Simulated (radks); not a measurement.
Numerical settings for the platinum ion Pt71+, [He] 2s2 2p3. All-electron calculation, scalar-relativistic Kohn-Sham, r2SCAN, spin-unpolarised, spherical densities, finite nucleus; meta-GGA in the generalised Kohn-Sham scheme; Fermi nuclear charge, rms radius 5.427 fm. Program: a radial shooting solver on a logarithmic mesh with Libxc functionals. The defaults (mesh step 0.008 in ln r, mesh end at 40 bohr or more with all orbitals vanishing there, Anderson mixing 0.5 over 9 steps, residual threshold near 1e-9 with the energy settled to 1e-9 hartree or 1e-11 of itself, here a cap of 75 iterations) give E = -10397.235 hartree and 2p at -19011.3 eV in 7 iterations. Run on one thread of a shared host, so times are rough (Arm Neoverse V2): 0.03 s of CPU time, 0.03 s wall, 7 iterations on 2189 mesh points. Changes against that run (0 stands for a change within the tolerance of the run):

setting,iterations,converged,E (mhartree),e(2p) (meV),CPU (s)
mesh step in ln r 0.08,75,no,+1.15e+04,-,0.06
mesh step in ln r 0.02,7,yes,+0.00502,+0.0387,0.01
mesh step in ln r 0.003,9,yes,0,+0.059,0.08
mesh end (bohr) 20,7,yes,0,0,0.03
mesh end (bohr) 2,7,yes,0,0,0.03
residual threshold 0.01,7,yes,0,0,0.03
residual threshold 0.001,7,yes,0,0,0.03
mixing 0.2,9,yes,0,+0.0972,0.03
"linear mixing, mixing 0.5",25,yes,0,-0.0631,0.08
"linear mixing, mixing 0.8",12,yes,0,-0.0101,0.04
mixing history 2,12,yes,0,+0.0756,0.04
iteration cap 5,5,no,+0.00111,+6.97,0.02

No run marked as converged misses the energy by more than 1 mhartree. A mesh that ends early acts as a hard wall.
